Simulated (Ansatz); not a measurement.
All numbers were calculated with Ansatz.

Basis-set series for `[OH][Cd][N]([SiH3])[SiH3]`. The species carries charge 0 and has multiplicity 1. Cd: def2 effective core potential. All single points use the PBE0-D4/def2-TZVP geometry. It is one conformer, not always the lowest.

| functional | basis | functions | energy (Eh) | HOMO (eV) | LUMO (eV) |
| --- | --- | --- | --- | --- | --- |
| PBE0-D4 | def2-SVP | 130 | -880.24754 | -7.27 | -1.44 |
| PBE0-D4 | def2-TZVPP | 300 | -880.66196 | -7.40 | -1.60 |
| ωB97M-V | def2-SVP | 130 | -880.47332 | -9.48 | 0.34 |
| ωB97M-V | def2-TZVPP | 300 | -880.89636 | -9.66 | 0.12 |

Question: Give the rows for def2-QZVPP. (Best estimate.)

Answer: The calculation gave: 
```tsv
functional	basis	functions	energy (Eh)	HOMO (eV)	LUMO (eV)
PBE0-D4	def2-QZVPP	552	-880.69532	-7.42	-1.65
ωB97M-V	def2-QZVPP	552	-880.92762	-9.67	-0.11
```

Positive LUMOs are unbound and depend on the basis.
